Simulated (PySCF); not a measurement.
SCF from a fresh guess for quartet RuCl3, at the BP86 minimum. PySCF input:

```python
from pyscf import gto, scf, dft
mol = gto.M(atom='''
Ru    -0.000000     0.000000     0.163590
Cl    -2.129740    -0.000000     0.766020
Cl     2.129740    -0.000000     0.766020
Cl    -0.000000    -0.000000    -2.008770''',
    basis={'Ru': 'def2-TZVP', 'Cl': 'def2-TZVP'},
    ecp={'Ru': 'def2-TZVP'},
    charge=0, spin=3)
mf = dft.UKS(mol, xc='PBE')
mf.grids.atom_grid = (50, 194)
aux = {'Ru': 'def2-universal-JKFIT', 'Cl': 'def2-universal-JKFIT'}
mf = mf.density_fit(auxbasis=aux)
mf.conv_tol = 1e-08
mf.diis_space = 10
mf.max_cycle = 60
mf.init_guess = 'minao'
mf.verbose = 4
mf.kernel()
```

Excerpt of the output (cycles alone):

```
init E= -1467.50738691473
cycle= 1 E= -1473.82245035532  delta_E= -6.32  |g|= 1.75  |ddm|=  3.1
cycle= 2 E= -1462.79641397152  delta_E=   11  |g|= 3.55  |ddm|= 7.47
cycle= 3 E= -1473.88497474746  delta_E= -11.1  |g|=  1.6  |ddm|= 7.46
cycle= 4 E= -1474.85963699772  delta_E= -0.975  |g|= 0.701  |ddm|= 0.827
cycle= 5 E= -1474.79519294295  delta_E= 0.0644  |g|= 0.705  |ddm|= 1.08
cycle= 6 E= -1475.08286087705  delta_E= -0.288  |g|= 0.207  |ddm|= 0.809
cycle= 7 E= -1475.10141450173  delta_E= -0.0186  |g|= 0.0844  |ddm|= 0.214
cycle= 8 E= -1475.10460196486  delta_E= -0.00319  |g|= 0.0169  |ddm|= 0.0646
cycle= 9 E= -1475.10459332269  delta_E= 8.64e-06  |g|= 0.0184  |ddm|= 0.0172
cycle= 10 E= -1475.10472777698  delta_E= -0.000134  |g|= 0.00667  |ddm|= 0.00984
cycle= 11 E= -1475.10474956152  delta_E= -2.18e-05  |g|= 0.00086  |ddm|= 0.0044
cycle= 12 E= -1475.10474991137  delta_E= -3.5e-07  |g|= 0.000283  |ddm|= 0.00117
cycle= 13 E= -1475.10474996411  delta_E= -5.27e-08  |g|= 4.78e-05  |ddm|= 0.000392
cycle= 14 E= -1475.10474996621  delta_E= -2.09e-09  |g|= 1.19e-05  |ddm|= 0.000117
Extra cycle  E= -1475.10474996604  delta_E= 1.64e-10  |g|= 3.19e-05  |ddm|= 5.81e-05
converged SCF energy = -1475.10474996604  <S^2> = 3.7612906  2S+1 = 4.0056413
```

No lower solution of this spin was found from smeared starts or by a stability analysis within the unrestricted form.

Other spin states or occupations of the open shell can lie lower.

The search for the lowest solution, 3 starts and the stability check together, took 18 s on 4 threads of a shared Intel Xeon 6975P-C (Granite Rapids) host, with 151 basis functions; the process peaked at 0.61 GiB. Launch command: `OMP_NUM_THREADS=4 python axn.py task.json out`.
